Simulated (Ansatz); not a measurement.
This geometry of a periodic cell of 17 atoms, Be₁₆H (host Be, host structure hcp, interstitial H) is a first-order saddle point.

Method: Ansatz, DFT PBE, scalar-relativistic, plane waves, PAW. Settings: cutoff 420 eV, k mesh 5x5x3, fermi-dirac smearing 0.15 eV, no spin polarisation.

```xyz
17
Lattice="-2.2900 -3.9664 0.0000 3.4350 -1.9832 0.0000 0.0000 0.0000 7.1769" Properties=species:S:1:pos:R:3
Be -0.010 -3.960 0.012
Be 0.004 -2.647 1.797
Be -0.010 -3.960 3.582
Be -0.003 -2.731 5.385
Be -1.164 -1.989 0.036
Be 2.304 -2.652 1.797
Be -1.164 -1.989 3.558
Be 2.236 -2.609 5.385
Be 1.169 -1.997 0.044
Be 1.149 -0.661 1.797
Be 1.169 -1.997 3.550
Be 1.208 -0.609 5.385
Be -0.004 0.020 0.039
Be 1.130 -4.617 1.797
Be -0.004 0.020 3.554
Be 1.142 -4.625 5.385
H 0.018 -1.341 5.385
```

**Question.** Which two structures does it join? (They come from a converged band through this point; their orientation in space is the band's.)

**Answer.** The atom that moves furthest is H17, by 1.80 Å.

First end point:

```xyz
17
Lattice="-2.2900 -3.9664 0.0000 3.4350 -1.9832 0.0000 0.0000 0.0000 7.1769" Properties=species:S:1:pos:R:3
Be 0.009 -3.970 0.010
Be 0.006 -2.649 1.797
Be 0.008 -3.970 3.572
Be 0.005 -2.684 5.363
Be -1.176 -2.003 0.032
Be 2.308 -2.653 1.817
Be -1.148 -1.983 3.597
Be 2.265 -2.629 5.365
Be 1.176 -2.001 0.030
Be 1.153 -0.662 1.797
Be 1.133 -1.975 3.577
Be 1.184 -0.644 5.362
Be 0.001 0.039 0.032
Be 1.143 -4.625 1.821
Be 0.000 0.004 3.597
Be 1.143 -4.624 5.384
H 0.004 -1.321 6.287
```

Last end point:

Only the atoms that move by more than 0.05 Å are listed.
```
Be7 -1.182 -2.001 3.562
Be9 1.129 -1.975 0.017
H17 -0.002 -1.322 4.485
```

**Question.** How far does it lie above each of them?

**Answer.** 0.48 eV above the first and 0.48 eV above the second. This is the barrier of this one path; another mechanism may lie lower. Limits of this set-up: coarse k mesh, odd electron count without spin.

Time of the run: 14 min on 1 thread of Arm Neoverse V2 (shared host), peak memory 0.77 GiB.
